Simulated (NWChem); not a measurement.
System: AlNH$_{3}$OCl; SMILES [NH2][Al]([OH])[Cl]

NWChem printed, in part:

```
             Northwest Computational Chemistry Package (NWChem) 7.3.0
             --------------------------------------------------------

 CS  symmetry detected

                             Geometry "geometry" -> ""
                             -------------------------

 Output coordinates in angstroms (scale by  1.889725989 to convert to a.u.)

  No.       Tag          Charge          X              Y              Z
 ---- ---------------- ---------- -------------- -------------- --------------
    1 Al                  13.0000     0.03092266    -0.41458905     0.00000000
    2 Cl                  17.0000     0.01109555     1.69251579     0.00000000
    3 O                    8.0000     1.55982116    -1.17043675     0.00000000
    4 H                    1.0000     1.65778369    -2.12981611     0.00000000
    5 N                    7.0000    -1.52246108    -1.26293351     0.00000000
    6 H                    1.0000    -1.65567943    -2.26578231     0.00000000
    7 H                    1.0000    -2.41406496    -0.78348374     0.00000000

 Effective nuclear repulsion energy (a.u.)     196.6397122948

      Symmetry information
      --------------------

 Group name             Cs
 Group number              2
 Group order               2
 No. of unique centers     7

                                 NWChem DFT Module
                                 -----------------

 Summary of "ao basis" -> "ao basis" (spherical)
 ------------------------------------------------------------------------------
       Tag                 Description            Shells   Functions and Types
 ---------------- ------------------------------  ------  ---------------------
 Al                          6-31g*                  8       18   4s3p1d
 Cl                          6-31g*                  8       18   4s3p1d
 O                           6-31g*                  6       14   3s2p1d
 H                           6-31g*                  2        2   2s
 N                           6-31g*                  6       14   3s2p1d

      Symmetry analysis of basis
      --------------------------

        a'         52
        a"         18

            General Information
            -------------------
          SCF calculation type: DFT
          Wavefunction type:  closed shell.
          No. of atoms     :     7
          No. of electrons :    48
           Alpha electrons :    24
            Beta electrons :    24
          Charge           :     0
          Spin multiplicity:     1
          Use of symmetry is: on ; symmetry adaption is: on
          Maximum number of iterations: 150
          AO basis - number of functions:    70
                     number of shells:    34
          Convergence on energy requested:  1.00D-06
          Convergence on density requested:  1.00D-05
          Convergence on gradient requested:  5.00D-04

              XC Information
              --------------
                     Hartree-Fock (Exact) Exchange  1.000
                   CAM-Becke88 Exchange Functional  1.000
                      VWN V Correlation Functional  0.190 local
              Lee-Yang-Parr Correlation Functional  0.810

           Range-Separation Parameters
           ---------------------------
           Alpha           :  0.19
           Beta            :  0.46
           Gamma           :  0.33
           Short-Range HF  :     F

             Grid Information
             ----------------
          Grid used for XC integration:  medium
          Radial quadrature: Mura-Knowles
          Angular quadrature: Lebedev.
          Tag              B.-S. Rad. Rad. Pts. Rad. Cut. Ang. Pts.
          ---              ---------- --------- --------- ---------
          Al                  1.25       88           8.0       590
          Cl                  1.00       88          11.0       590
          O                   0.60       49          10.0       434
          H                   0.35       45          11.0       434
          N                   0.65       49          10.0       434
          Grid pruning is: on
          Number of quadrature shells:   409
          Spatial weights used:  Erf1

      Superposition of Atomic Density Guess
      -------------------------------------

 Sum of atomic energies:        -831.85202151

      Non-variational initial energy
      ------------------------------

 Total energy =    -832.848719
 1-e energy   =   -1540.863268
 2-e energy   =     511.374837
 HOMO         =      -0.361059
 LUMO         =      -0.035590

      Symmetry analysis of molecular orbitals - initial
      -------------------------------------------------

  Numbering of irreducible representations:

     1 a'          2 a"

  Orbital symmetries:

     1 a'          2 a'          3 a'          4 a'          5 a'
     6 a'          7 a'          8 a"          9 a'         10 a'
    11 a'         12 a"         13 a'         14 a'         15 a'
    16 a'         17 a'         18 a'         19 a'         20 a"
    21 a'         22 a"         23 a'         24 a"         25 a'
    26 a"         27 a'         28 a'         29 a'         30 a'
    31 a'         32 a'         33 a"         34 a'

   convergence    iter        energy       DeltaE   RMS-Dens  Diis-err
 ---------------- ----- ----------------- --------- --------- ---------
 d= 0,ls=0.0,diis     1   -834.4035769879 -1.03D+03  1.36D-02  8.18D-01
 d= 0,ls=0.0,diis     2   -834.4072697306 -3.69D-03  6.38D-03  8.72D-01
 d= 0,ls=0.0,diis     3   -834.4886514156 -8.14D-02  1.24D-03  1.90D-02
 d= 0,ls=0.0,diis     4   -834.4903300701 -1.68D-03  4.49D-04  2.41D-03
 d= 0,ls=0.0,diis     5   -834.4905933453 -2.63D-04  1.11D-04  1.67D-04
  Resetting Diis
 d= 0,ls=0.0,diis     6   -834.4906120132 -1.87D-05  4.89D-05  8.58D-06
 d= 0,ls=0.0,diis     7   -834.4906136412 -1.63D-06  1.64D-05  6.80D-07
 d= 0,ls=0.0,diis     8   -834.4906137164 -7.52D-08  7.06D-06  4.50D-07

[...]
```

Level: CAM-B3LYP/6-31G* (spherical d), vertical spin-unrestricted ions. Coordinates come from a B3LYP/6-31G* (spherical d) optimisation.

**Question.** Which NWChem input produces such a log?

**Answer.** This is not unique; one that fits is the input that was run:
```
start job
memory heap 200 mb stack 900 mb global 1100 mb
geometry units angstroms noautoz
  Al     0.086558    -0.342612     0.000000
  Cl    -0.157396     1.750417     0.000000
  O      1.687212    -0.931461     0.000000
  H      1.886716    -1.874967     0.000000
  N     -1.367723    -1.351451     0.000000
  H     -1.393461    -2.362782     0.000000
  H     -2.305287    -0.969609     0.000000
end
basis spherical
  * library 6-31g*
end
dft
  xc xcamb88 1.00 lyp 0.81 vwn_5 0.19 hfexch 1.00
  cam 0.33 cam_alpha 0.19 cam_beta 0.46
  iterations 150
  vectors input atomic output neutral.movecs
end
task dft energy
charge 1
dft
  odft
  mult 2
  vectors input atomic output cation.movecs
end
task dft energy
```
